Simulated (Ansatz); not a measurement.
Harmonic frequencies (cm⁻¹) at PBE0-D4/def2-TZVP from Ansatz: 38, 46, 94, 108, 266, 268, 356, 406, 406, 494, 516, 571, 594, 805, 909, 1149, 1836, 2150, 2157, 2554, 2632.

Each molecule was computed in one conformer, which needn't be the lowest.

(1) Which molecule is it?
A. `B/C=C(/N)F`
B. `[SiH3][Al]1[O][SiH2]1`
C. `[BH2][Zn][SiH2][ZnH]`
D. `B1OC=CO1`

Answers

(1) C.
